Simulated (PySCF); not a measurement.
Fractional electron number in Rh²⁺ (rhodium, charge +2)

The 4d beta orbital of [Kr] 4d7 is emptied in steps (occupation f), with all orbitals relaxed, ending at [Kr] 4d6. All numbers are calculated (PySCF 2.14, scalar relativity through the core potential, in def2-TZVP with the def2 core potential (28 electrons)). The exact energy is a straight line in f; departures are measured from the line between the end points of the same method.

| f | BHandHLYP (eV) | wB97X (eV) | MN15 (eV) |
| --- | --- | --- | --- |
| 1 | 0.000 | 0.000 | 0.000 |
| 0.9 | -0.233 | -0.174 | -0.347 |
| 0.7 | -0.548 | -0.408 | -0.814 |
| 0.5 | -0.658 | -0.489 | -0.974 |
| 0.3 | -0.557 | -0.412 | -0.820 |
| 0.1 | -0.241 | -0.175 | -0.352 |
| 0 | 0.000 | 0.000 | 0.000 |

Problem. For MN15, how does the orbital energy at f = 1 compare with the removal energy?

Solution. −ε = 27.137 eV against a total-energy difference of 30.977 eV. By Janak's theorem ε = ∂E/∂f, so the gap between them reflects the curvature. Along the path −ε is 27.884 (f = 0.9), 29.406 (f = 0.7), 30.959 (f = 0.5), 32.533 (f = 0.3), 34.105 (f = 0.1) eV.

```csv
method,E(f=0) − E(f=1) (eV),−ε at f=1 (eV),−ε at f=0.5 (eV)
BHandHLYP,30.949,28.374,30.921
wB97X,31.053,29.133,31.041
MN15,30.977,27.137,30.959
```

Reference removal energy between the ground levels: 31.06 eV (semi-empirical (NIST evaluation); NIST Atomic Spectra Database, ionization energies). The calculation has no spin-orbit coupling. The determinant left behind need not be the lowest term of the ion.
